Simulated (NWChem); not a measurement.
Molecule: SiNH$_{3}$F$_{2}$; SMILES N[SiH](F)F

```xyz
7

Si     0.0146    -0.0114     0.3352
N      0.2430     1.5661    -0.2352
F     -1.4037    -0.5636    -0.1996
F      1.0815    -1.0840    -0.2370
H      0.0828    -0.0428     1.8084
H      0.1194     1.8278    -1.2060
H      0.7934     2.2402     0.2815
```
Atoms are numbered in this order, from 1.

Program: NWChem. All runs use the structure optimised with PBE0/def2-SVP. Total energies compare along this basis series because the functional is fixed.

```csv
level,basis functions,energy (Ha),highest occupied level (eV),orbital gap (eV),dipole (D)
PBE/pcseg-1,75,-545.4203,-6.84,6.92,2.90
PBE/aug-pcseg-1,123,-545.4409,-6.98,6.07,2.68
PBE/pcseg-2,166,-545.6319,-6.94,6.47,2.74
PBE/STO-3G,27,-538.3539,[?],[?],[?]
PBE/def2-SVP,75,-545.1835,-6.52,7.00,2.72
```

Q: Complete the blanks.

A: 
- PBE/STO-3G, highest occupied level (eV): -2.11
- PBE/STO-3G, orbital gap (eV): 8.37
- PBE/STO-3G, dipole (D): 1.33
